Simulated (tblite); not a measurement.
Species: C₈H₇O (doublet state).
Numbering: `[CH3:1][c:2]1[cH:3][cH:4][cH:5][cH:6][c:7]1[C:8]=[O:9]` (hydrogens: H10, H11, H12 on C1; H13 on C3; H14 on C4; H15 on C5; H16 on C6)
Bond orders are those of one Lewis drawing.

Computed with GFN2-xTB (tblite), gas phase: L-BFGS steps from a force-field or distance-geometry start until the largest atomic force falls under 0.01 eV/Å.

Step 5: E = -671.7387 eV
```
atom  x, y, z in Å  |  force x, y, z in eV/Å
C1      2.1374   -0.1981   -0.2002    0.015   0.009   0.002
C2      0.6492   -0.2266   -0.0531    0.127  -0.124  -0.015
C3     -0.0301   -1.4089    0.0889    0.033  -0.122   0.024
C4     -1.4139   -1.4688    0.2281   -0.013   0.056  -0.014
C5     -2.1381   -0.2787    0.2252   -0.053  -0.025   0.022
C6     -1.5157    0.9320    0.0910   -0.167   0.003   0.010
C7     -0.0886    1.0126   -0.0603   -0.114  -0.177   0.048
C8      0.5059    2.1976   -0.1869    0.093   0.045  -0.021
O9      1.0086    3.2478   -0.3030   -0.029  -0.063   0.007
H10     2.4248    0.2648   -1.1442    0.006   0.055  -0.009
H11     2.5946    0.3741    0.6069    0.012   0.063   0.004
H12     2.5456   -1.2064   -0.1759   -0.032   0.017  -0.002
H13     0.5263   -2.3366    0.1010    0.058   0.058  -0.026
H14    -1.9098   -2.4217    0.3353    0.011   0.078  -0.002
H15    -3.2121   -0.3180    0.3375    0.004   0.075  -0.010
H16    -2.0917    1.8437    0.0984    0.049   0.052  -0.017
```

Step 6: E = -671.7408 eV
```
atom  x, y, z in Å  |  force x, y, z in eV/Å
C1      2.1375   -0.1978   -0.2002    0.039   0.018  -0.001
C2      0.6508   -0.2286   -0.0528    0.061  -0.068  -0.014
C3     -0.0299   -1.4090    0.0889    0.000  -0.109   0.026
C4     -1.4140   -1.4674    0.2282    0.022   0.048  -0.019
C5     -2.1379   -0.2777    0.2249   -0.082  -0.068   0.032
C6     -1.5175    0.9323    0.0914   -0.091   0.022   0.000
C7     -0.0906    1.0081   -0.0594   -0.033  -0.047   0.030
C8      0.5061    2.1937   -0.1870    0.028  -0.043  -0.008
O9      1.0068    3.2444   -0.3026   -0.004  -0.025   0.002
H10     2.4252    0.2663   -1.1437    0.001   0.047  -0.012
H11     2.5947    0.3757    0.6061    0.010   0.054   0.009
H12     2.5448   -1.2061   -0.1760   -0.014   0.012  -0.002
H13     0.5272   -2.3335    0.1003    0.079  -0.025  -0.022
H14    -1.9094   -2.4198    0.3352   -0.003   0.057   0.000
H15    -3.2104   -0.3164    0.3372   -0.049   0.062  -0.005
H16    -2.0911    1.8447    0.0980    0.037   0.066  -0.016
```

Step 7: E = -671.7427 eV
```
atom  x, y, z in Å  |  force x, y, z in eV/Å
C1      2.1386   -0.1970   -0.2002    0.035   0.024  -0.003
C2      0.6530   -0.2320   -0.0527   -0.034   0.018  -0.005
C3     -0.0298   -1.4107    0.0895    0.039  -0.053   0.012
C4     -1.4134   -1.4654    0.2279   -0.006  -0.006  -0.008
C5     -2.1394   -0.2779    0.2252   -0.040  -0.003   0.022
C6     -1.5208    0.9329    0.0917    0.007  -0.014  -0.006
C7     -0.0926    1.0035   -0.0579    0.018   0.006   0.015
C8      0.5065    2.1885   -0.1872   -0.017  -0.070   0.001
O9      1.0049    3.2403   -0.3021    0.011  -0.016  -0.001
H10     2.4256    0.2687   -1.1434   -0.002   0.034  -0.011
H11     2.5950    0.3782    0.6056    0.007   0.039   0.009
H12     2.5438   -1.2056   -0.1761    0.017   0.007  -0.003
H13     0.5300   -2.3315    0.0992    0.076  -0.098  -0.014
H14    -1.9091   -2.4168    0.3351   -0.015   0.029   0.003
H15    -3.2100   -0.3136    0.3369   -0.114   0.031   0.003
H16    -2.0898    1.8472    0.0972    0.017   0.072  -0.014
```

Step 8: E = -671.7439 eV
```
atom  x, y, z in Å  |  force x, y, z in eV/Å
C1      2.1398   -0.1961   -0.2003    0.008   0.027  -0.001
C2      0.6538   -0.2339   -0.0528   -0.052   0.029   0.005
C3     -0.0288   -1.4129    0.0901    0.022  -0.004   0.001
C4     -1.4133   -1.4643    0.2276    0.018  -0.015  -0.001
C5     -2.1410   -0.2780    0.2259   -0.037   0.016   0.013
C6     -1.5229    0.9328    0.0918    0.052   0.012  -0.006
C7     -0.0938    1.0005   -0.0567    0.036   0.045   0.002
C8      0.5069    2.1852   -0.1874   -0.041  -0.076   0.005
O9      1.0041    3.2377   -0.3019    0.013  -0.024   0.000
H10     2.4257    0.2707   -1.1436   -0.003   0.024  -0.005
H11     2.5953    0.3805    0.6055    0.003   0.025   0.003
H12     2.5435   -1.2051   -0.1762    0.034   0.013  -0.004
H13     0.5331   -2.3323    0.0983    0.056  -0.112  -0.009
H14    -1.9092   -2.4145    0.3351   -0.031  -0.008   0.005
H15    -3.2121   -0.3114    0.3367   -0.100   0.009   0.004
H16    -2.0886    1.8501    0.0966    0.022   0.039  -0.012
```

Question: Estimate the geometry and energy of step 9. (The exact step hangs on the optimiser's Hessian estimate; all steps are aligned on step 8, rigid shifts and turns removed.)

Answer: E = -671.7450 eV, largest force 0.069 eV/Å
```
atom  x, y, z in Å  |  force x, y, z in eV/Å
C1      2.1410   -0.1946   -0.2004   -0.019   0.020   0.000
C2      0.6541   -0.2357   -0.0529   -0.036   0.028   0.014
C3     -0.0273   -1.4155    0.0907    0.021   0.008  -0.011
C4     -1.4127   -1.4635    0.2272   -0.006  -0.012   0.011
C5     -2.1437   -0.2779    0.2269    0.005   0.043  -0.003
C6     -1.5245    0.9331    0.0918    0.050   0.000   0.001
C7     -0.0948    0.9979   -0.0554    0.025   0.026  -0.005
C8      0.5070    2.1812   -0.1876   -0.033  -0.031   0.004
O9      1.0033    3.2341   -0.3016    0.016  -0.029   0.000
H10     2.4259    0.2733   -1.1438   -0.006   0.013   0.005
H11     2.5958    0.3834    0.6055   -0.005   0.009  -0.007
H12     2.5439   -1.2043   -0.1764    0.045   0.031  -0.005
H13     0.5373   -2.3352    0.0971    0.005  -0.069  -0.004
H14    -1.9101   -2.4123    0.3352   -0.034  -0.030   0.006
H15    -3.2161   -0.3088    0.3366   -0.053  -0.011   0.003
H16    -2.0868    1.8536    0.0956    0.026   0.005  -0.009
```

The energy changes by -0.0011 eV. The first-order estimate −F·Δx gives -0.0016 eV and the mean of the old and new forces, exact on a quadratic surface, -0.0011 eV. The step makes an angle of 55° with the force vector and moves no atom by more than 0.005 Å.

What follows is the cost of the whole relaxation. The run took 0.16 s of wall time on one thread, Arm Neoverse V2 (aarch64), on a shared host.
